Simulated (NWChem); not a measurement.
# CCl₃F; SMILES C(F)(Cl)(Cl)Cl

All runs: NWChem. Medium grid unless said otherwise, to which SCAN and Minnesota functionals are sensitive. All runs use the structure optimised with PBE0/def2-SVP. Hybrids' shares of exact exchange are those that their runs print; pure functionals count as 0. The functionals differ in more than this share.

```csv
row,share of exact exchange,highest occupied level (eV)
"LDA (Slater exchange, VWN5)/def2-TZVPD",0.00,-7.85
PBE/def2-TZVPD,0.00,-7.72
B3LYP/def2-TZVPD,0.20,-8.89
PBE0/def2-TZVPD,0.25,-9.17
M06-2X/def2-TZVPD,0.54,withheld
Hartree-Fock/def2-TZVPD,1.00,-12.59
```

Fit a straight line of the last column on the one before it, predict the withheld value, and compare with the run.


1. Means of the 5 shown rows: x = 0.290, y = -9.244. Slope Σ(x − x̄)(y − ȳ)/Σ(x − x̄)² = -3.257/0.6820 = -4.775; intercept -7.859.
2. The shown rows scatter about the line by 0.090 (root mean square); the largest residual is +0.14, at PBE/def2-TZVPD.
3. At x = 0.54 (M06-2X/def2-TZVPD; inside the shown range) the line gives -10.44.
4. The run gives -10.56, -0.12 from the line, 1.3 times the scatter.
